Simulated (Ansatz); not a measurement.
`CO[SiH2]S[SiH3]` and `CO[SiH2]S[SiH2]O` differ in one atom or group.

Ansatz, PBE0-D4/def2-TZVP geometries, multiplicity 1. Each molecule was computed in one conformer, which needn't be the lowest.

```csv
property,`CO[SiH2]S[SiH3]`
HOMO–LUMO gap (ωB97M-V/def2-TZVPP) / eV,11.48
HOMO–LUMO gap (PBE0/def2-TZVPP) / eV,7.57
size of the dipole moment (ωB97M-V/def2-TZVPP) / D,1.55
HOMO energy (PBE0/def2-TZVPP) / eV,-7.64
LUMO energy (ωB97M-V/def2-TZVPP) / eV,1.67
HOMO–LUMO gap (B3LYP/def2-TZVPP) / eV,7.13
```

Q: Give the same properties after the change, and the shifts. (Estimate.)

A: Computed: 
| property | `CO[SiH2]S[SiH2]O` | shift |
| --- | --- | --- |
| HOMO–LUMO gap (ωB97M-V/def2-TZVPP) / eV | 11.68 | 0.20 |
| HOMO–LUMO gap (PBE0/def2-TZVPP) / eV | 7.74 | 0.17 |
| size of the dipole moment (ωB97M-V/def2-TZVPP) / D | 1.82 | 0.27 |
| HOMO energy (PBE0/def2-TZVPP) / eV | -7.74 | -0.10 |
| LUMO energy (ωB97M-V/def2-TZVPP) / eV | 1.76 | 0.09 |
| HOMO–LUMO gap (B3LYP/def2-TZVPP) / eV | 7.31 | 0.18 |

With PBE0 the HOMO falls by 0.10 eV and the LUMO rises by 0.07 eV, so the gap widens by about 0.17 eV. PBE moves the HOMO by -0.09 eV and ωB97M-V by -0.11 eV. Dipoles are sizes alone; their direction can turn.

B3LYP here is the variant with VWN-RPA as its local correlation; programs differ in this.
